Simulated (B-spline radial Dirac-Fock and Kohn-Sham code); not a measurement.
**Neutral helium: differential elastic cross section for electrons at 200 eV**

Model: relativistic (Dirac) partial waves in the static field of the Dirac-Fock atom with Furness-McCarthy exchange, without polarisation or absorption potentials. Program: a radial finite-basis atomic code. Below a few hundred eV the neglected polarisation potential matters, most of all at small angles.

| θ (°) | dσ/dΩ (a₀²/sr) |
| --- | --- |
| 0 | 0.818 |
| 1 | 0.817 |
| 2 | 0.813 |
| 3 | 0.807 |
| 5 | 0.788 |
| 7 | 0.760 |
| 10 | 0.706 |
| 15 | 0.595 |
| 20 | 0.479 |
| 25 | 0.373 |
| 30 | 0.285 |
| 40 | 0.165 |
| 50 | 0.0979 |
| 60 | 0.0612 |
| 70 | 0.0406 |
| 80 | 0.0285 |
| 90 | 0.0210 |
| 100 | 0.0162 |
| 110 | 0.0130 |
| 120 | 0.0108 |
| 130 | 0.00932 |
| 140 | 0.00826 |
| 150 | 0.00753 |
| 160 | 0.00705 |
| 170 | 0.00678 |
| 180 | 0.00670 |

The total elastic cross section is 0.899 a₀², the first transport cross section 0.288 a₀² and the second, weighted with (3/2) sin²θ, 0.508 a₀². The mean deflection is ⟨1 − cos θ⟩ = 0.321, and 8.2 % of the collisions scatter beyond 90°.

Values without a named source are computed, but for edge energies of neutral atoms, which are taken from tables.
